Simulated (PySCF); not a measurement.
C₄H₉F₃GeO.
SMILES with atom numbers: `[CH3:1][CH:2]([CH3:3])[O:4][GeH2:5][C:6]([F:7])([F:8])[F:9]` (hydrogens: H10, H11, H12 on C1; H13 on C2; H14, H15, H16 on C3; H17, H18 on Ge5)

Computed by this run: PySCF 2.14.0, PBE0-D3(BJ)/def2-SVP geometry optimisation, gas phase; density fitting, grid level 1; the optimiser is geomeTRIC in internal coordinates, started from a GFN2-xTB structure.

The end geometry, which sets the zero of energy:
```
atom  x, y, z in Å
C1     -2.1585    1.1234   -0.0148
C2     -0.8876    0.3715    0.3266
C3     -1.1623   -0.9385    1.0447
O4     -0.1989    0.1672   -0.8996
Ge5     1.3848   -0.6097   -1.0391
C6      2.5757    0.1428    0.3835
F7      2.6264    1.4790    0.3384
F8      3.8298   -0.3138    0.2638
F9      2.1476   -0.1976    1.6107
H10    -1.9168    2.0579   -0.5407
H11    -2.7917    0.5119   -0.6761
H12    -2.7291    1.3676    0.8936
H13    -0.2679    1.0109    0.9864
H14    -1.7347   -1.6184    0.3941
H15    -1.7437   -0.7650    1.9627
H16    -0.2280   -1.4399    1.3418
H17     1.3228   -2.1313   -0.8258
H18     1.9184   -0.2097   -2.4158
```

Question: These geometries come from the run, each turned onto the end geometry. Order them by energy, lowest first.
A.
```
atom  x, y, z in Å
C1     -2.1647    1.1285   -0.0926
C2     -0.8829    0.4072    0.2784
C3     -1.1384   -0.8409    1.1083
O4     -0.2242    0.0932   -0.9407
Ge5     1.3860   -0.6381   -1.0440
C6      2.5558    0.0512    0.4348
F7      2.1681    1.2511    0.8831
F8      3.8275    0.1676    0.0348
F9      2.5386   -0.7908    1.4810
H10    -1.9371    2.0279   -0.6826
H11    -2.8007    0.4716   -0.7060
H12    -2.7250    1.4271    0.8056
H13    -0.2546    1.0958    0.8720
H14    -1.7534   -1.5590    0.5432
H15    -1.6587   -0.5926    2.0447
H16    -0.1944   -1.3405    1.3821
H17     1.3162   -2.1610   -0.8668
H18     1.9282   -0.1897   -2.4009
```
B.
```
atom  x, y, z in Å
C1     -2.1497    1.1412   -0.0606
C2     -0.8827    0.3923    0.3020
C3     -1.1611   -0.8927    1.0650
O4     -0.1985    0.1382   -0.9145
Ge5     1.3811   -0.6503   -1.0235
C6      2.5677    0.0994    0.4098
F7      2.2709    1.3770    0.6764
F8      3.8553    0.0520    0.0458
F9      2.4548   -0.5781    1.5639
H10    -1.9059    2.0663   -0.6020
H11    -2.7801    0.5190   -0.7149
H12    -2.7239    1.3996    0.8412
H13    -0.2580    1.0474    0.9394
H14    -1.7587   -1.5838    0.4502
H15    -1.7143   -0.6848    1.9929
H16    -0.2245   -1.3987    1.3493
H17     1.2911   -2.1663   -0.7850
H18     1.9226   -0.2693   -2.4008
```
C.
```
atom  x, y, z in Å
C1     -2.2380    1.0888   -0.1450
C2     -0.9009    0.5400    0.3108
C3     -1.0436   -0.7441    1.1079
O4     -0.1238    0.3731   -0.8612
Ge5     1.3410   -0.6510   -1.0108
C6      2.6188   -0.0772    0.4372
F7      2.0595    0.8598    1.2167
F8      3.7550    0.4298   -0.0491
F9      2.9434   -1.1088    1.2303
H10    -2.0837    1.9922   -0.7520
H11    -2.7601    0.3436   -0.7651
H12    -2.8771    1.3470    0.7126
H13    -0.4033    1.2951    0.9506
H14    -1.4945   -1.5334    0.4850
H15    -1.6887   -0.5826    1.9848
H16    -0.0686   -1.1028    1.4773
H17     1.0560   -2.1512   -0.7941
H18     1.8949   -0.3097   -2.4014
```
D.
```
atom  x, y, z in Å
C1     -2.2468    1.0774   -0.1818
C2     -0.9289    0.5258    0.3488
C3     -1.1364   -0.7589    1.1382
O4     -0.0809    0.3221   -0.7815
Ge5     1.3316   -0.6406   -0.9831
C6      2.7121   -0.0695    0.4014
F7      2.2250    0.8407    1.2670
F8      3.8097    0.4786   -0.1444
F9      3.1311   -1.1067    1.1515
H10    -2.0589    1.9648   -0.7800
H11    -2.7329    0.3334   -0.8080
H12    -2.9033    1.3384    0.6431
H13    -0.4566    1.2749    0.9977
H14    -1.5554   -1.5267    0.4900
H15    -1.8148   -0.5826    1.9685
H16    -0.1813   -1.1099    1.5340
H17     1.1092   -2.1213   -0.7753
H18     1.7639   -0.2314   -2.3517
```

Answer: B (0.014 eV), A (0.033 eV), C (0.066 eV), D (0.166 eV).

In the order of the answer:

```json
{"step": "13", "E above end (eV)": "0.014", "largest force (eV/Å)": "0.09", "rms force component (eV/Å)": "0.028", "rms distance from end (Å)": "0.200", "rms bond change (Å)": "0.001", "bond most changed (Å)": "Ge5–C6 +0.004"}
{"step": "12", "E above end (eV)": "0.033", "largest force (eV/Å)": "0.18", "rms force component (eV/Å)": "0.048", "rms distance from end (Å)": "0.293", "rms bond change (Å)": "0.002", "bond most changed (Å)": "Ge5–C6 +0.005"}
{"step": "1", "E above end (eV)": "0.066", "largest force (eV/Å)": "0.74", "rms force component (eV/Å)": "0.134", "rms distance from end (Å)": "0.504", "rms bond change (Å)": "0.007", "bond most changed (Å)": "O4–Ge5 +0.024"}
{"step": "0", "E above end (eV)": "0.166", "largest force (eV/Å)": "1.64", "rms force component (eV/Å)": "0.393", "rms distance from end (Å)": "0.533", "rms bond change (Å)": "0.020", "bond most changed (Å)": "O4–Ge5 -0.048"}
```

The cost below is that of the whole optimisation. Rough CPU time on one thread of a shared machine: about 16 min.
